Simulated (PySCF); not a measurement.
**Question.** Give a PBE0-D3(BJ)/def2-SVP geometry of MoN(OMe)3 (`C[O][Mo](#[N])([O]C)[O]C`). (Singlet state.)

**Answer.** 
```xyz
17
C3H9MoNO3 angstrom
Mo    -0.0022    0.0149   -0.2604
N     -0.0298   -0.0072    1.3693
O      1.6044   -0.8117   -0.7278
C      2.6617   -1.3767   -0.0102
H      2.4723   -1.3394    1.0772
H      3.5955   -0.8325   -0.2287
H      2.7977   -2.4283   -0.3132
O     -0.0750    1.8221   -0.7242
C     -0.1474    3.0195   -0.0089
H     -0.1411    2.8371    1.0804
H     -1.0720    3.5591   -0.2744
H      0.7109    3.6618   -0.2680
O     -1.5081   -0.9573   -0.7826
C     -2.5144   -1.6465   -0.1013
H     -2.4360   -1.4951    0.9900
H     -2.4423   -2.7261   -0.3159
H     -3.5026   -1.2943   -0.4410
```

Any rigid rotation of these coordinates is as good. Atoms count from 1 in this order. Mo1 (molybdenum bonded to N and 3 O) is distorted tetrahedral (angles from 105.0° to 113.8°). Of the pairs four or more bonds apart, N2···H5 is among the closest relative to their van der Waals radii: 2.85 Å, 104 % of the sum of Bondi's values. All 3 Mo–O bonds measure 1.866 to 1.867 Å. All 3 C–O bonds measure 1.397 Å.

Bonds between heavy atoms (Å): Mo1–N2 1.630, Mo1–O3 1.866, Mo1–O8 1.867, Mo1–O13 1.867, O3–C4 1.397, O8–C9 1.397, O13–C14 1.397.

Theory: PySCF, PBE0-D3(BJ)/def2-SVP geometry optimisation, gas phase, def2 core potentials past Kr.

Point group: near C3v, missed by 0.22 Å at most; the miss may be what the optimiser left on a soft mode. No PBE0-D3(BJ)/def2-SVP frequencies stand behind this structure, so it isn't proved a minimum. Torsions: N2–Mo1–O3–C4 0°, N2–Mo1–O8–C9 0°, N2–Mo1–O13–C14 -2°.

On an Intel Xeon Platinum 8488C with one thread, shared host with 96 logical CPUs at a one-minute load of 25, this took 2.1 min and 0.71 GiB of memory at its peak. That covers the optimisation of the geometry.
